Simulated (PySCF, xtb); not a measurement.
Te(H)(Me) (CH4Te), SMILES [TeH]C.

Harmonic wavenumbers (cm⁻¹) from GFN2-xTB run with xtb at its own minimum, in rising order: 157, 545, 610, 856, 869, 1305, 1478, 1479, 1944, 3066, 3075, 3086.

Task: What does B3LYP-D3(BJ)/def2-TZVP in PySCF 2.14.0 give at its own minimum? (An estimate is asked for; the answer gives what the named calculation found.)

Result: 154, 513, 600, 847, 906, 1264, 1465, 1475, 2114, 3071, 3162, 3177. Paired by order, the mean absolute difference is 42 cm⁻¹ and the zero-point energies are 26.4 and 26.8 kcal/mol.
